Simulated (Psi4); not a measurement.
anisole (C$_{7}$H$_{8}$O), singlet, geometry from GFN2-xTB; REVPBE/STO-3G run with Psi4.

Input for Psi4:
```
memory 2 GB

molecule {
0 1
  C    -2.76564113    0.24474505   -0.12444023
  O    -1.68690838   -0.46492555   -0.68070261
  C    -0.42665754   -0.18687962   -0.24039320
  C     0.59851766   -0.92608697   -0.83281670
  C     1.91010832   -0.72287747   -0.45941363
  C     2.22421125    0.21857305    0.50911986
  C     1.21089744    0.95130888    1.09673826
  C    -0.11137104    0.75662985    0.73032410
  H    -3.65698679   -0.13812627   -0.61922429
  H    -2.84912455    0.07153434    0.95364028
  H    -2.68159491    1.31998645   -0.31423270
  H     0.33508288   -1.65380074   -1.58419238
  H     2.69350327   -1.30170750   -0.92586391
  H     3.25103115    0.37758850    0.80137780
  H     1.44370153    1.68750866    1.85242260
  H    -0.88073533    1.34394427    1.20698272
}

set basis sto-3g
set scf_type pk
set puream true
set d_convergence 1e-8
set dft_radial_points 99
set dft_spherical_points 590

energy('revpbe')
print_variables()
```

Output, abridged:

```
   => Loading Basis Set <=

    Name: STO-3G
    Role: ORBITAL
    Keyword: BASIS

         ---------------------------------------------------------
                                   SCF
               by Justin Turney, Rob Parrish, Andy Simmonett
                          and Daniel G. A. Smith
                              RKS Reference
         ---------------------------------------------------------

  ==> Geometry <==

    Molecular point group: c1
    Full point group: C1

    Geometry (in Angstrom), charge = 0, multiplicity = 1:

       Center              X                  Y                   Z               Mass
    ------------   -----------------  -----------------  -----------------  -----------------
         C           -2.787253237241     0.260396037016    -0.111884684243    12.000000000000
         O           -1.708520487241    -0.449274562984    -0.668147064243    15.994914619570
         C           -0.448269647241    -0.171228632984    -0.227837654243    12.000000000000
         C            0.576905552759    -0.910435982984    -0.820261154243    12.000000000000
         C            1.888496212759    -0.707226482984    -0.446858084243    12.000000000000
         C            2.202599142759     0.234224037016     0.521675405757    12.000000000000
         C            1.189285332759     0.966959867016     1.109293805757    12.000000000000
         C           -0.132983147241     0.772280837016     0.742879645757    12.000000000000
         H           -3.678598897241    -0.122475282984    -0.606668744243     1.007825032230
         H           -2.870736657241     0.087185327016     0.966195825757     1.007825032230
         H           -2.703207017241     1.335637437016    -0.301677154243     1.007825032230
         H            0.313470772759    -1.638149752984    -1.571636834243     1.007825032230
         H            2.671891162759    -1.286056512984    -0.913308364243     1.007825032230
         H            3.229419042759     0.393239487016     0.813933345757     1.007825032230
         H            1.422089422759     1.703159647016     1.864978145757     1.007825032230
         H           -0.902347437241     1.359595257016     1.219538265757     1.007825032230

  Running in c1 symmetry.

  Rotational constants: A =      0.17083  B =      0.05245  C =      0.04044 [cm^-1]
  Rotational constants: A =   5121.38257  B =   1572.54237  C =   1212.41098 [MHz]
  Nuclear repulsion =  347.262230170836858

  Charge       = 0
[...]
   @RKS iter   7:  -342.35829981017787   -1.24836e-06   1.14314e-05 DIIS
   @RKS iter   8:  -342.35830001555729   -2.05379e-07   2.82462e-06 DIIS
   @RKS iter   9:  -342.35830002758962   -1.20323e-08   9.36595e-07 DIIS
   @RKS iter  10:  -342.35830002898109   -1.39147e-09   1.49175e-07 DIIS
   @RKS iter  11:  -342.35830002900343   -2.23395e-11   9.49114e-08 DIIS
   @RKS iter  12:  -342.35830002901650   -1.30740e-11   7.46713e-09 DIIS
  Energy and wave function converged.

  ==> Post-Iterations <==

   Electrons on quadrature grid:
      Ntotal   =   57.9999977397 ; deviation = -2.260e-06

    Orbital Energies [Eh]
    ---------------------

    Doubly Occupied:

[...]
    Virtual:

[...]
      48A      0.785031

    Final Occupation by Irrep:
              A
    DOCC [    29 ]
    NA   [    29 ]
    NB   [    29 ]

  @RKS Final Energy:  -342.35830002901650

   => Energetics <=

    Nuclear Repulsion Energy =            347.2622301708368582
    One-Electron Energy =               -1152.9598659807506920
    Two-Electron Energy =                 512.8801219934683786
    DFT Exchange-Correlation Energy =     -49.5407862125709713
    Empirical Dispersion Energy =           0.0000000000000000
    VV10 Nonlocal Energy =                  0.0000000000000000
    Total Energy =                       -342.3583000290165046

Computation Completed

Properties will be evaluated at   0.000000,   0.000000,   0.000000 [a0]

Properties computed using the SCF density matrix

 Multipole Moments:

 ------------------------------------------------------------------------------------
     Multipole            Electronic (a.u.)      Nuclear  (a.u.)        Total (a.u.)
 ------------------------------------------------------------------------------------

 L = 1.  Multiply by 2.5417464519 to convert [e a0] to [Debye]
 Dipole X            :          1.8417188           -2.3687760           -0.5270572
 Dipole Y            :         -1.4828885            1.7154125            0.2325239
 Dipole Z            :         -1.2168197            1.3761395            0.1593198
 Magnitude           :                                                    0.5976951

 ------------------------------------------------------------------------------------

  Variable Map:
  ----------------------------------------------------------------------------
[...]
  Array Variable Map:
  ----------------------------------------------------------------------------
[...]
[...]
```
